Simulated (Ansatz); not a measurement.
Start from `[BH2][Zn][NH2]` and change one atom or group to get `[BH2][Zn][OH]`.

Ansatz, PBE0-D4/def2-TZVP geometries, multiplicity 1. Each molecule was computed in one conformer, which needn't be the lowest.

Scalar relativity is left out up to krypton.

```csv
property,`[BH2][Zn][NH2]`
HOMO energy (PBE0/def2-TZVPP) / eV,-6.56
size of the dipole moment (B3LYP/def2-TZVPP) / D,0.43
size of the dipole moment (ωB97M-V/def2-TZVPP) / D,0.35
size of the dipole moment (PBE/def2-TZVPP) / D,0.78
HOMO–LUMO gap (B3LYP/def2-TZVPP) / eV,3.85
HOMO–LUMO gap (PBE/def2-TZVPP) / eV,2.18
```

(1) What does the change do to each property? (Best estimate.)

Answers

(1) Computed: 
```
                                          property  `[BH2][Zn][OH]`  shift
                HOMO energy (PBE0/def2-TZVPP) / eV            -7.82  -1.26
  size of the dipole moment (B3LYP/def2-TZVPP) / D             1.76   1.33
size of the dipole moment (ωB97M-V/def2-TZVPP) / D             1.75   1.40
    size of the dipole moment (PBE/def2-TZVPP) / D             1.55   0.77
             HOMO–LUMO gap (B3LYP/def2-TZVPP) / eV             4.81   0.96
               HOMO–LUMO gap (PBE/def2-TZVPP) / eV             2.94   0.76
```

With PBE0 the HOMO falls by 1.26 eV and the LUMO falls by 0.31 eV, so the gap widens by about 0.95 eV. PBE moves the HOMO by -1.12 eV and ωB97M-V by -1.12 eV. The zero-point energy changes by -29.7 kJ/mol with -3 modes. Dipoles are sizes alone; their direction can turn.

B3LYP here is the variant with VWN-RPA as its local correlation; programs differ in this.
